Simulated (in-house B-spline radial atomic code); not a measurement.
The zinc ion Zn³⁺: [Ne] 3s2 3p5 3d9 6f1 (an excited or competing configuration)

Level of theory: Dirac-Hartree-Fock, average of configuration, Fermi nucleus of rms radius 3.9283 fm; calculated with a radial B-spline atomic code at the basis-set limit.

Screening seen three ways: the hydrogenic charge with the same mean radius, Z_r = [3n² - l(l+1)]/(2<r>), the one with the same energy, Z_e = n√(-2ε), and Slater's rules. Values are occupation-weighted means over j.

| shell | electrons | ε (eV) | <r> (bohr) | Z_r | Z_e | Slater |
| --- | --- | --- | --- | --- | --- | --- |
| 1s | 2 | -9805.9 | 0.05028 | 29.84 | 26.85 | 29.70 |
| 2s | 2 | -1301.9 | 0.2249 | 26.68 | 19.56 | 25.85 |
| 2p | 6 | -1133.5 | 0.1981 | 25.23 | 18.25 | 25.85 |
| 3s | 2 | -219.4 | 0.6711 | 20.12 | 12.05 | 19.10 |
| 3p | 5 | -169.17 | 0.6954 | 17.98 | 10.58 | 19.10 |
| 3d | 9 | -83.498 | 0.7664 | 13.70 | 7.43 | 10.20 |
| 6f | 1 | -6.0992 | 11.85 | 4.05 | 4.02 | 4.00 |

The least bound orbital is 6f5/2 at -6.099 eV, and it is also the most diffuse (<r> = 11.85 bohr).

Spin-orbit splittings of the orbital energies (j = l + 1/2 above j = l - 1/2 when positive): 2p 24.2 eV, 3p 3.358 eV, 3d 0.4539 eV, 6f -0.0003048 eV.

For the 1s electron the small component carries 1.17 % of the norm, the zero-frequency Breit interaction raises the level by 13.14 eV, self-energy by 6.729 eV, and vacuum polarisation lowers it by 0.6237 eV.

The density falls to 0.001 bohr⁻³ at 2.571 bohr; Σ<r²> = 170.38 bohr² gives, by the non-relativistic formula and without the paramagnetism of open shells, a Langevin diamagnetic susceptibility of -134.9×10⁻⁶ cm³/mol.
